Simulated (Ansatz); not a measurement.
Basis-set extrapolation for FH7N2OSSi2 (`N[Si@H](F)S[Si@@H](N)O`) (PBE0-D4/def2-TZVP geometry, frozen core, Ansatz 0.2.0). Multiplicity 1, RHF reference.

```csv
,def2-TZVPP,def2-QZVPP
HF,-1263.106720,-1263.150685
MP2 correlation,-1.334641,-1.446170
CCSD(T) correlation,-1.433124,not run
```

Energies in hartree. Use E(X) = E(∞) + A·exp(−7.88·√X) for Hartree–Fock and E(X) = E(∞) + B·X^(−2.97) for correlation, with X = 3 and 4, and add CCSD(T) minus MP2 of the smaller set to the MP2 limit.

Q: What is the CCSD(T) energy at the basis-set limit?

A: HF limit: -1263.150685 + (-0.043965) × 0.13774 = -1263.15674. MP2 limit: -1.446170 + (-0.111529) × 0.74074 = -1.52878. Higher-order term: -1.433124 − (-1.334641) = -0.09848. Total: -1264.78400 hartree, 641.0 kJ/mol below CCSD(T)/def2-TZVPP.
